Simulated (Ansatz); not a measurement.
C$_{3}$H$_{3}$F$_{5}$ (`FC(F)C(F)C(F)F`), relaxed with RKS PBE0-D4/def2-TZVP in Ansatz 0.2.0 from a PBE-D4/def2-SVP geometry. The force threshold is 0.005 eV/Å; the program also tests the step.

The species carries charge 0 and has multiplicity 1.

Start:

```xyz
11

F    -0.661   -0.358   -2.306
C     0.176   -0.068   -1.277
F     0.597    1.230   -1.408
C    -0.573   -0.201    0.049
F    -0.917   -1.524    0.221
C     0.271    0.272    1.233
F     1.425   -0.460    1.292
F    -0.418    0.084    2.389
H     1.058   -0.745   -1.319
H    -1.495    0.422   -0.006
H     0.537    1.349    1.131
```

Problem. How much energy does the relaxation release, and in how many steps? (An estimate is asked.)

Solution. Computed: 4.49 kJ/mol, in 5 steps.

Problem. Which bonds change most? (Best estimate.)

Solution. Computed: C6–H11 from 1.114 to 1.094 Å; C2–H9 from 1.113 to 1.093 Å; C4–H10 from 1.114 to 1.095 Å; C6–F7 from 1.368 to 1.354 Å.

Problem. Give the relaxed structure. (An estimate is asked.)

Solution. The calculation gave: 
```xyz
11

F    -0.653   -0.364   -2.285
C     0.178   -0.066   -1.267
F     0.575    1.223   -1.412
C    -0.569   -0.197    0.048
F    -0.908   -1.509    0.218
C     0.272    0.270    1.222
F     1.402   -0.471    1.304
F    -0.421    0.101    2.366
H     1.053   -0.719   -1.322
H    -1.481    0.409    0.001
H     0.551    1.323    1.127
```
